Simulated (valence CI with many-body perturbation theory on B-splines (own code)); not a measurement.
Ta68+: input, log and results

Computed by configuration interaction combined with many-body perturbation theory (CI+MBPT): three valence electrons over a frozen Dirac-Fock core [He], radial functions for each j: 11 s, 11 p, 10 d, 8 f, 5 g, 2 h, with the one-electron correlation potential Σ1 (screened to all orders), the two-electron term Σ2, the three-electron term Σ3, Breit, model QED; selected single and double excitations, second order for the rest, scaled by the run's own slope (own B-spline code, finite nucleus).

Command, and the settings that its task file holds:

```sh
python run_cv.py task.json out
```

```
atom Ta  Z=73  mass_number=181  rms_radius_fm=5.3507
core [He]
valence 2s2 2p1
avg = 1
basis = M
breit = 1
cap = 32000
capref = 2000
cscale = 1
de = 0.0
dress = 0
eps = 2e-08
extrap = 1
h = 0.27
hh = 1
l2 = 3
lcore = 6
maxit = 60
n2 = 5
natural = 1
nlev = 150
nno = [5, 5, 5, 4, 2, 1]
nroot = 36
nsp = [6, 6, 5, 4, 3, 1]
pt2 = 1
qed = 1
rpa = 1
s1 = 1
s2 = 1
s3 = 1
screen = 1
tol = 2e-05
whole = 1
```

It took 74 s on 1 thread of Intel(R) Xeon(R) Platinum 8259CL CPU @ 2.50GHz (Skylake/Cascade Lake), on a shared host.

Log. The first blocks belong to the next ion, which gives the ionisation energy. Fields: 2J, parity (1 odd), roots, reference size, generating configurations, candidates as configurations/state functions, variational space P, stored matrix elements, Davidson steps; e2 is the range of second-order energies in hartree. The first line gives the box (bohr), its intervals, the orbitals and the steps of their self-consistent field. Window is the range of levels sought, series limit the energy at which the first omitted orbital would enter, core excitation an estimate of the first excitation out of the core, left out the lowest levels not solved, and shifts from estimates the range by which levels moved from their first estimate, all in cm⁻¹.

```
rmax 2.2 intervals 56 orbitals 83 references ['2s2 2p', '2s 2p2', '2p3'] scf 2 t 0.6
2J=0 par=0 roots 2 ref 20 generators 2 cand 396/396 P 375/375 nnz 0 it 0
2J=0 par=0 roots 2 ref 20 generators 3 cand 41/41 P 393/393 nnz 0 it 0
   second order: generators 3 cand 23/23 e2 -0.00000 -0.00000
2J=0 par=1 roots 2 ref 17 generators 2 cand 344/344 P 322/322 nnz 0 it 0
2J=0 par=1 roots 2 ref 17 generators 3 cand 39/39 P 341/341 nnz 0 it 0
   second order: generators 5 cand 20/20 e2 -0.00000 -0.00000
2J=2 par=1 roots 2 ref 40 generators 2 cand 922/922 P 773/773 nnz 0 it 0
2J=2 par=1 roots 2 ref 40 generators 2 cand 189/189 P 870/870 nnz 0 it 0
   second order: generators 2 cand 92/92 e2 -0.00000 -0.00000
reference levels 1013, estimated 767, window 115704343 1/cm; series limit 135943454, core excitation 462029074
2J=1 par=1 roots 22 ref 80 generators 21 cand 9046/13406 P 4902/7166 nnz 4.4e+06 it 5
2J=1 par=1 roots 22 ref 80 generators 23 cand 7679/11359 P 8588/12945 nnz 1.3e+07 it 7
   second order: generators 26 cand 6464/9384 e2 -0.00001 -0.00000
2J=1 par=0 roots 24 ref 82 generators 23 cand 9096/13476 P 4843/7170 nnz 4.5e+06 it 5
2J=1 par=0 roots 24 ref 82 generators 27 cand 9353/13813 P 8754/13380 nnz 1.4e+07 it 7
   second order: generators 27 cand 5442/7603 e2 -0.00001 -0.00000
2J=3 par=1 roots 30 ref 122 generators 24 cand 13583/29078 P 3649/7225 nnz 5.3e+06 it 5
2J=3 par=1 roots 30 ref 122 generators 27 cand 14652/31130 P 9664/20549 nnz 3.4e+07 it 6
   second order: generators 28 cand 8637/17806 e2 -0.00002 -0.00000
2J=3 par=0 roots 29 ref 120 generators 22 cand 13596/29040 P 3589/7221 nnz 5.4e+06 it 5
2J=3 par=0 roots 29 ref 120 generators 24 cand 13539/28466 P 9743/20856 nnz 3.5e+07 it 6
   second order: generators 26 cand 8497/17477 e2 -0.00003 -0.00000
2J=5 par=0 roots 24 ref 121 generators 22 cand 16061/40752 P 3399/7224 nnz 5.6e+06 it 4
2J=5 par=0 roots 24 ref 121 generators 24 cand 16327/41780 P 9734/23433 nnz 4.5e+07 it 6
   second order: generators 26 cand 12131/30276 e2 -0.00003 -0.00000
2J=5 par=1 roots 20 ref 116 generators 17 cand 14797/36529 P 3423/7218 nnz 5.4e+06 it 4
2J=5 par=1 roots 20 ref 116 generators 19 cand 15080/37683 P 9112/21512 nnz 3.9e+07 it 5
   second order: generators 20 cand 10428/25120 e2 -0.00002 -0.00000
2J=7 par=1 roots 10 ref 92 generators 12 cand 12423/35873 P 3333/7176 nnz 5.1e+06 it 5
...
2J=9 par=1 roots 2 ref 55 generators 2 cand 3415/9838 P 3536/8009 nnz 7.4e+06 it 4
   second order: generators 2 cand 2806/8229 e2 -0.00001 -0.00001
2J=9 par=0 roots 4 ref 60 generators 6 cand 6784/19706 P 2807/6400 nnz 4.5e+06 it 4
2J=9 par=0 roots 4 ref 60 generators 7 cand 5920/17565 P 4600/11349 nnz 1.4e+07 it 4
   second order: generators 7 cand 4127/12616 e2 -0.00002 -0.00000
2J=11 par=0 roots 1 ref 26 generators 1 cand 2837/7467 P 1892/4062 nnz 2e+06 it 4
2J=11 par=0 roots 1 ref 26 generators 1 cand 2166/5927 P 2266/5013 nnz 3.3e+06 it 4
   second order: generators 1 cand 1792/4976 e2 -0.00001 -0.00001
left out: unestimated 140160528, estimated 125148774, shifts from estimates -12 to 51
operators 0.3
```

The Davidson iterations converged.

No measured spectrum was set against this ion. As an estimate, large intervals hold to a few tenths of a per cent, small ones and those within an open d or f shell to about a per cent.

* Valence energy: -2061.513 hartree
* Ionisation energy: 18241 eV (NIST: 18250 ± 50 eV (theoretical))
* Reference configurations for the orbitals: 2s2 2p, 2s 2p2, 2p3
* Radial orbitals: 83
* Box radius: 2.164 bohr
* Largest variational space: 23433
* Lowest levels: (2s^2 2p1/2) J=1/2 0.00, (2s 2p1/2^2) J=1/2 2136.7, (2s^2 2p3/2) J=3/2 11088, (2s 2p1/2 2p3/2) J=3/2 [a] 12592, (2s 2p1/2 2p3/2) J=5/2 12918, (2s 2p1/2 2p3/2) J=1/2 13494, (2s 2p1/2 2p3/2) J=3/2 [b] 13510, (2p1/2^2 2p3/2) J=3/2 15729, (2s 2p3/2^2) J=5/2 23824, (2s 2p3/2^2) J=1/2 24692, (2s 2p3/2^2) J=3/2 24697, (2p1/2 2p3/2^2) J=3/2 26425, (2p1/2 2p3/2^2) J=5/2 26607, (2p1/2 2p3/2^2) J=1/2 27065 × 10³ cm⁻¹

Levels are named by their leading jj configuration (3d3/2^4 stands for four electrons in 3d with j = 3/2), which in mixed levels can hold well under half, so a name can repeat and another be missing. Letters in brackets count levels of one name in rising energy.
